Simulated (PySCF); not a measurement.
Molfile (atoms numbered from 1):
```
C2H9Ge2PSi
     RDKit          3D

 15 14  0  0  0  0  0  0  0  0999 V2000
   -0.4835    3.0354    0.9477 C   0  0  0  0  0  0  0  0  0  0  0  0
    0.4890    2.4675    0.4848 C   0  0  0  0  0  0  0  0  0  0  0  0
    1.8818    1.5028   -0.2204 Si  0  0  0  0  0  4  0  0  0  0  0  0
    1.0414   -0.6898   -0.6904 Ge  0  0  0  0  0  4  0  0  0  0  0  0
   -1.2806   -0.8260   -0.0013 Ge  0  0  0  0  0  4  0  0  0  0  0  0
   -2.2579   -2.9148   -0.3543 P   0  0  0  0  0  0  0  0  0  0  0  0
   -1.3373    3.5468    1.3560 H   0  0  0  0  0  0  0  0  0  0  0  0
    2.9948    1.4525    0.7739 H   0  0  0  0  0  0  0  0  0  0  0  0
    2.3680    2.1775   -1.4608 H   0  0  0  0  0  0  0  0  0  0  0  0
    1.1477   -0.9988   -2.1977 H   0  0  0  0  0  0  0  0  0  0  0  0
    1.8633   -1.7528    0.0674 H   0  0  0  0  0  0  0  0  0  0  0  0
   -2.1182    0.2060   -0.7811 H   0  0  0  0  0  0  0  0  0  0  0  0
   -1.3992   -0.5178    1.5039 H   0  0  0  0  0  0  0  0  0  0  0  0
   -1.7474   -3.0457   -1.6832 H   0  0  0  0  0  0  0  0  0  0  0  0
   -1.1664   -3.6363    0.2218 H   0  0  0  0  0  0  0  0  0  0  0  0
  1  2  3  0
  2  3  1  0
  3  4  1  0
  4  5  1  0
  5  6  1  0
  1  7  1  0
  3  8  1  0
  3  9  1  0
  4 10  1  0
  4 11  1  0
  5 12  1  0
  5 13  1  0
  6 14  1  0
  6 15  1  0
M  END
```

Geometry: PBE0-D3(BJ)/def2-SVP; GIAO shifts from PySCF 2.14, gas phase, non-relativistic, averaged over equivalent atoms.

At PBE/pcSseg-1 (209 basis functions, 49 s wall time on 1 thread of an Arm Neoverse V1, shared host):
```
  atoms  δ (ppm)
     C1    105.6
     C2     80.7
    Si3    -92.8
    Ge5   -246.0
    Ge4   -345.8
     P6   -263.8
  H8/H9     4.58
H12/H13     4.22
H10/H11     3.59
     H7     2.42
H14/H15     1.85
```

Chemical shifts δ = σref − σ; TMS for $^{13}$C (σref 180.03), $^{29}$Si (σref 334.61), $^{1}$H (σref 31.20); GeMe4 for $^{73}$Ge (σref 1260.97); $^{31}$P (σref 295.64) against H3PO4, all at this level.

Q: Predict the values at PBE0/pcSseg-1 on the same geometry.

A: 
```tsv
atoms	δ at PBE0/pcSseg-1	change
C1	109.3	+3.7
C2	82.5	+1.8
Si3	-89.3	+3.5
Ge5	-240.6	+5.4
Ge4	-334.8	+11.0
P6	-272.5	-8.7
H8/H9	4.44	-0.14
H12/H13	4.09	-0.13
H10/H11	3.49	-0.10
H7	2.51	+0.09
H14/H15	1.78	-0.07
```

δ = σ(ref) − σ, references computed at the same level: TMS for $^{13}$C (σ = 184.41 ppm), $^{29}$Si (σ = 351.99 ppm), $^{1}$H (σ = 31.27 ppm); GeMe4 for $^{73}$Ge (σ = 1330.28 ppm); $^{31}$P (σ = 310.13 ppm) against H3PO4.

The largest change is at Ge4 (germanium bonded to Ge, Si, 2 H). Cost: 209 basis functions, 48 s wall time on 1 thread of an Arm Neoverse V1, shared host.

Relativistic effects, spin–orbit coupling among them, are left out; they matter for Ge and for the light atoms bonded to it. Experimental scales use liquid or dissolved standards, which lie at an offset from isolated H3PO4.
